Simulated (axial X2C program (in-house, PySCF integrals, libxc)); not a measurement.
# TaBr⁻ along the bond: PBE0, two-component

Computed with an axial X2C code built on PySCF integrals. Two-component (2c) means X2C with spin–orbit coupling and atomic mean-field two-electron Coulomb and Gaunt terms. Basis: Ta dyall-acv3z [14s15p10d7f4g], Br dyall-acv3z [9s10p7d5f1g] (cores contracted in-house); Gaussian nuclei, density fitting, unrestricted open shells. Masses: Ta 180.948 u, Br 78.918 u.

State: Ω = 1/2 (⟨Sz⟩ = -1.44, ⟨Lz⟩ = 1.94 at PBE0). Dipoles are positive if Br is the positive end and refer to the centre of mass.

```tsv
R (Å)	μ (D)	HOMO (eV)	LUMO (eV)
2.245	1.832	0.49	1.88
2.348	1.475	0.37	1.90
2.425	1.161	0.27	1.90
2.503	0.810	0.16	1.90
2.580	0.425	0.06	1.90
2.670	-0.061	-0.07	1.90
2.761	-0.581	-0.18	1.90
2.877	-1.286	-0.30	1.90
3.019	-2.187	-0.45	1.90
3.225	-3.535	-0.68	1.88
```

Task: The minimum lies at 2.567 Å. What is the dipole moment there?

Result: At PBE0, 2c, with the sign and origin stated: μ = 0.49 D.

One determinant describes the state; a PBE0 search over occupations chose it and may have missed a lower one. Density functionals use the spin component along the axis (collinear). PBE0 can misorder states that lie within some tenths of an eV, so this need not be the ground state of the molecule. The nearest other 2c determinant of the search, Ω = 1/2, lies 0.11 eV up at the distance of the search. The functionals have no current-density term, which raises determinants with orbital currents, atoms included. With several unpaired electrons one determinant need not be a pure state. The highest occupied level of some functionals is positive through self-interaction error; at Hartree–Fock it is bound. The LUMO of an anion is an unbound level whose energy the basis sets.
